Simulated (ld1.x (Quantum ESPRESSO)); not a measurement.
## PBE TM dataset for Si (Z = 14), scalar-relativistic all-electron reference.

Si (Z = 14), norm-conserving Troullier–Martins (Kleinman–Bylander form), made with ld1.x (Quantum ESPRESSO) 7.5 (PBE, scalar-relativistic). Core [Ne], reference 3s2 3p0 (charge +2). Waves: 3p (bound, empty): rc 1.45 bohr; 3d channel at 0.05 Ry: rc 1.60 bohr; 3s (bound): rc 1.30 bohr. Local part: the s channel. Core correction: Bessel-smoothed model core inside 1.05 bohr.

All-electron outer shells of the reference configuration (PBE, scalar-relativistic, ld1.x):

```
shell  level (eV)  outermost node (bohr)  outermost maximum (bohr)
   3s      -28.54                   0.71                      1.69
   3p      -20.50                   0.71                      1.91
```

Results:

| Quantity | Value |
| --- | --- |
| Cutoffs needed | 40 Ry and 90 Ry (the cutoffs (Ry, on a coarse ladder) from which the occupation-weighted sum of valence levels, in a spherical-Bessel basis at the reference potential, stays within 10 and 1 mRy of its value at 400 Ry) |
| Ghost test | no extra level below or beside the all-electron valence levels (p, d, s, f tested) (spherical-Bessel basis up to 400 Ry, 20 bohr box) |
| Largest excitation error | +35 meV (all-electron minus pseudo) for 3s2 3p2.3, out of 7 test configurations |

Generation and tests took about 0.75 s on one core of a shared server CPU.
